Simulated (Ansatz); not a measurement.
Input for Ansatz (a quantum-chemistry and plane-wave program): R-r2SCAN/def2-TZVPPD on C2H4O2 (a complex), monomers drawn apart or pushed together. Files ending in .json are basis or fitting sets from the Basis Set Exchange.

Ansatz 0.2 input:
```yaml
crystal:
  periodic: [false, false, false]
  atoms:
    - {symbol: C, position_ang: [0.00378860, -0.05332310, 0.07245600]}
    - {symbol: H, position_ang: [0.09211875, -0.01137116, -1.01206274]}
    - {symbol: H, position_ang: [-1.04859502, -0.11948608, 0.34600015]}
    - {symbol: H, position_ang: [0.52965188, -0.93188648, 0.44388972]}
    - {symbol: H, position_ang: [0.43876912, 0.84734216, 0.50382329]}
    - {symbol: O, position_ang: [-0.33413797, -0.96611257, 4.85581989]}
    - {symbol: C, position_ang: [-0.00876219, 0.14672880, 4.84421622]}
    - {symbol: O, position_ang: [0.31655798, 1.25978651, 4.83593757]}
basis:
  gaussian:
    orbitals: def2-TZVPPD.json
hamiltonian:
  xc: {name: r2SCAN}
scf: {lower_state_search: off}
```

Question: Give the final energy of this run.

Answer: -229.0813 hartree.
